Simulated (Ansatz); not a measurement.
A run of Ansatz (development build ahead of 0.2.0) on singlet AlCl3 at this shape:

| atom | x (Å) | y (Å) | z (Å) |
| --- | --- | --- | --- |
| Al | 0.0000 | 0.0000 | 0.0000 |
| Cl | 1.9126 | 0.0000 | 0.0000 |
| Cl | -0.9563 | 1.6564 | 0.0000 |
| Cl | -0.9563 | -1.6564 | 0.0000 |

Its results:

| Quantity | Value |
| --- | --- |
| Converged | yes |
| Reference energy | -1620.68043 hartree |
| Correlation energy | -0.62408 hartree |
| Total energy | -1621.30451 hartree |
| Spin squared of the determinant | 0.000 |

(1) Which input gives this output? Name the method, the orbitals and the basis set, and write the input.

Answers

(1) RHF-MP2 in cc-pVTZ. An unrestricted run that stays on the closed shell gives the same numbers.

```yaml
crystal:
  periodic: [false, false, false]
  atoms:
    - { symbol: Al, position_ang: [0.0, 0.0, 0.0] }
    - { symbol: Cl, position_ang: [1.91263, 0.0, 0.0] }
    - { symbol: Cl, position_ang: [-0.95632, 1.65639, 0.0] }
    - { symbol: Cl, position_ang: [-0.95632, -1.65639, 0.0] }
basis:
  gaussian: { orbitals: cc-pVTZ }
hamiltonian:
  xc: hf
correlation:
  method: mp2
  frozen_orbitals: { Al: 5, Cl: 5 }
```

Caution: no unrestricted run beside it, a lower state can exist.
